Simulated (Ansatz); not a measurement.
Start from `O[SiH](F)O[SiH2]F` and change one atom or group to get `O[SiH](O)O[SiH2]F`.

Ansatz, PBE0-D4/def2-TZVP geometries, multiplicity 1. Each molecule was computed in one conformer, which needn't be the lowest.

| property | `O[SiH](F)O[SiH2]F` |
| --- | --- |
| size of the dipole moment (B3LYP/def2-TZVPP) / D | 2.16 |
| HOMO energy (ωB97M-V/def2-TZVPP) / eV | -11.67 |
| LUMO energy (PBE/def2-TZVPP) / eV | -0.49 |
| size of the dipole moment (ωB97M-V/def2-TZVPP) / D | 2.16 |
| HOMO–LUMO gap (PBE/def2-TZVPP) / eV | 7.37 |
| LUMO energy (PBE0/def2-TZVPP) / eV | 0.38 |

What does the change do to each property? (An estimate is asked.)

The calculation gave: 
```json
{"property": "size of the dipole moment (B3LYP/def2-TZVPP) / D", "`O[SiH](O)O[SiH2]F`": "2.60", "shift": "0.44"}
{"property": "HOMO energy (ωB97M-V/def2-TZVPP) / eV", "`O[SiH](O)O[SiH2]F`": "-11.32", "shift": "0.35"}
{"property": "LUMO energy (PBE/def2-TZVPP) / eV", "`O[SiH](O)O[SiH2]F`": "-0.40", "shift": "0.09"}
{"property": "size of the dipole moment (ωB97M-V/def2-TZVPP) / D", "`O[SiH](O)O[SiH2]F`": "2.60", "shift": "0.44"}
{"property": "HOMO–LUMO gap (PBE/def2-TZVPP) / eV", "`O[SiH](O)O[SiH2]F`": "7.14", "shift": "-0.23"}
{"property": "LUMO energy (PBE0/def2-TZVPP) / eV", "`O[SiH](O)O[SiH2]F`": "0.47", "shift": "0.09"}
```

With PBE0 the HOMO rises by 0.34 eV and the LUMO rises by 0.09 eV, so the gap narrows by about 0.25 eV. PBE moves the HOMO by 0.32 eV and ωB97M-V by 0.35 eV. Dipoles are sizes alone; their direction can turn.

B3LYP here is the variant with VWN-RPA as its local correlation; programs differ in this.
